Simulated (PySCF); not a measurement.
Ge(H)(SH) (GeH₂S), SMILES [SH][GeH] (connectivity only; charge and spin as stated), neutral, multiplicity 1.

Geometry: PBE0-D3(BJ)/def2-TZVP.

Vertical ionisation energy (IE) and electron affinity (EA) in eV. Rows of orbital energies are one-electron estimates. Where ΔSCF, EOM or ADC give a negative EA the extra electron is unbound and the value depends on the basis.

| level | IE | EA |
|---|---|---|
| −ε(HOMO), −ε(LUMO), PBE0/def2-TZVPD (PySCF) | 7.03 | 2.60 |
| −ε(HOMO), −ε(LUMO), PBE/def2-TZVPD (PySCF) | 6.00 | 3.37 |
| ADC(2)/aug-cc-pVDZ (PySCF) | [?] | [?] |

Some entries are withheld; supply them. (Estimate from the structure and the level; the computed values follow.)


- ADC(2)/aug-cc-pVDZ (PySCF), IE: 8.92
- ADC(2)/aug-cc-pVDZ (PySCF), EA: 0.75

Beyond the first one, list the lowest photoelectron lines from PySCF with ADC(2)/aug-cc-pVDZ with their pole strengths (two spins summed). (An estimate is asked for; the answer gives what the named calculation found.)

9.80 eV (1.78), 11.21 eV (1.80), 13.06 eV (1.75), 16.54 eV (1.69).
